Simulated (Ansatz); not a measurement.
AsP3SOO nortricyclane (AsP₃SO₂). Charge 0, multiplicity 1. Geometry PBE0-D4/def2-SVP, basis def2-TZVP, Ansatz.

```xyz
7

As    0.736   -1.282   -0.743
S     1.970    0.420    0.080
P     0.368    1.570    0.816
P    -1.088   -0.088    1.335
O    -0.291   -1.420    0.736
P    -1.237    0.993   -0.678
O    -0.459   -0.193   -1.547
```

```json
{"run": "A", "HOMO (eV)": "-6.27", "LUMO (eV)": "-2.73"}
{"run": "B", "HOMO (eV)": "-6.04", "LUMO (eV)": "-2.84"}
{"run": "C", "HOMO (eV)": "-7.02", "LUMO (eV)": "-1.99"}
{"run": "D", "HOMO (eV)": "-6.21", "LUMO (eV)": "-3.09"}
{"run": "E", "HOMO (eV)": "-8.84", "LUMO (eV)": "0.02"}
{"run": "F", "HOMO (eV)": "-7.16", "LUMO (eV)": "-1.94"}
```

Q: The runs used LDA (SPW92), PBE, PBE0, r2SCAN, r2SCAN0, ωB97M-V. Estimate which is which.

A: A r2SCAN (0 % exact exchange); B PBE (0 % exact exchange); C PBE0 (25 % exact exchange); D LDA (SPW92) (0 % exact exchange); E ωB97M-V (range-separated); F r2SCAN0 (25 % exact exchange). Exact exchange lowers occupied and raises empty levels; among semilocal functionals meta-GGAs tend to open the gap a little, and such runs are hard to tell apart. The gap grows from 3.11 eV (LDA (SPW92)) to 8.87 eV (ωB97M-V).
